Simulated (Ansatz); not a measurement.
`NC[SiH2][GeH3]` → `[NH2][GeH2][CH2][SiH3]`  (isomerisation)

Computed with Ansatz on PBE0-D4/def2-TZVP structures; ΔE is electronic, products minus reactants. CCSD(T)/CBS is the MP2 limit (def2-TZVPP, def2-QZVPP) plus CCSD(T) − MP2 in def2-TZVPP, frozen cores. DFT in def2-TZVPP. B3LYP here is the variant with VWN-RPA as its local correlation; programs differ in this. For Ge outer-core shells are correlated without core-valence functions, which leaves a few kJ/mol of doubt a bond. Scalar relativity is left out up to krypton. Each species was taken in one conformer, which may not be the lowest.

`NC[SiH2][GeH3]`:

Z-matrix (Å, degrees):
```
C
Si 1 1.889
N 1 1.457 2 110.7
H 1 1.095 2 106.5 3 118.0
H 1 1.102 2 109.1 3 -127.7
Ge 2 2.382 1 110.6 3 58.3
H 2 1.490 1 109.4 3 177.7
H 2 1.487 1 110.5 3 -62.7
H 3 1.012 1 111.3 2 177.5
H 3 1.012 1 111.3 2 -63.2
H 6 1.538 2 111.7 1 -173.9
H 6 1.541 2 111.3 1 -53.6
H 6 1.540 2 110.8 1 65.7
```

`[NH2][GeH2][CH2][SiH3]`:

Z-matrix (Å, degrees):
```
Ge
C 1 1.952
N 1 1.845 2 106.7
H 1 1.550 2 110.3 3 124.1
H 1 1.539 2 111.1 3 -114.7
Si 2 1.873 1 113.0 3 36.8
H 2 1.094 1 108.2 3 158.4
H 2 1.094 1 109.3 3 -85.5
H 3 1.011 1 114.7 2 69.9
H 3 1.010 1 114.3 2 -164.2
H 6 1.491 2 109.9 1 167.8
H 6 1.485 2 111.0 1 -73.0
H 6 1.487 2 110.8 1 48.6
```

(1) Is it downhill or uphill in electronic energy at CCSD(T)/CBS, and by how much? (Estimate.)

(2) What do these levels give: PBE-D4, PBE0-D4, ωB97X-V, ωB97M-V, r2SCAN, B3LYP, MP2/def2-TZVPP, CCSD/def2-TZVPP, HF/def2-QZVPP, MP2/def2-QZVPP, SCS-MP2/def2-QZVPP, HF/CBS(def2)? (An estimate is asked.)

Largest T1 diagnostic among the species: 0.011.

## Answers

(1) The calculation gave: Downhill: ΔE = -75.2 kJ/mol.

(2) Computed: PBE-D4 -53.9, PBE0-D4 -59.3, ωB97X-V -69.0, ωB97M-V -71.8, r2SCAN -66.3, B3LYP -63.0, MP2/def2-TZVPP -87.9, CCSD/def2-TZVPP -77.6, HF/def2-QZVPP -79.1, MP2/def2-QZVPP -86.2, SCS-MP2/def2-QZVPP -85.0, HF/CBS(def2) -79.1 kJ/mol.

From PBE to PBE0 (25 % exact exchange), in def2-TZVPP and without D4, ΔE moves by −5.7 kJ/mol.
